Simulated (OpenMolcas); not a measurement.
How methods differ on C6H10O (cyclohexanone)

C6H10O has 17 atoms, charge 0, and is taken as a singlet. SMILES: `O=C1CCCCC1`. The shape is that of a PBE0-D4/def2-TZVP optimisation. This is one conformer, not always the lowest.

```xyz
17

O    -0.7070   -1.9907    1.6800
C    -0.2761   -1.0070    1.1305
C     1.0715   -0.9834    0.4507
C     0.9789   -0.4130   -0.9651
C     0.2787    0.9372   -0.9774
C    -1.1076    0.8396   -0.3590
C    -1.0477    0.2889    1.0663
H     1.4861   -1.9921    0.4649
H     1.7286   -0.3412    1.0520
H     1.9807   -0.3336   -1.3957
H     0.4229   -1.1145   -1.5977
H     0.2079    1.3148   -2.0014
H     0.8785    1.6648   -0.4162
H    -1.5997    1.8158   -0.3556
H    -1.7312    0.1786   -0.9719
H    -2.0396    0.1245    1.4891
H    -0.5248    1.0115    1.7066
```

Each level gives the energy change with the C4–H11 bond stretched from 1.096 to 1.261 Å (eV). The values are calculated.

```tsv
level	kind	program	value (eV)	CPU time (all runs)
SVWN5/6-31G* (spherical functions) (restricted)	LDA	OpenMolcas	0.26	3.6 min
BLYP/6-31G* (spherical functions) (restricted)	GGA	OpenMolcas	0.26	4.6 min
PBE/6-31G* (spherical functions) (restricted)	GGA	OpenMolcas	0.26	4.5 min
revPBE/6-31G* (spherical functions) (restricted)	GGA	OpenMolcas	0.26	4.5 min
TPSS/6-31G* (spherical functions) (restricted)	meta-GGA	OpenMolcas	0.29	5.8 min
r2SCAN/6-31G* (spherical functions) (restricted)	meta-GGA	OpenMolcas	0.30	5.4 min
PBE0/6-31G* (spherical functions) (restricted)	global hybrid	OpenMolcas	0.31	4.2 min
MP2/6-31G* (spherical functions) (restricted)	perturbation theory	OpenMolcas	0.32	50 s
```

The first shape isn't each level's own minimum. The values span 0.26 to 0.32 eV. CPU times are rough (shared hosts, several kinds of processor): they show what a rung costs within a factor of a few.
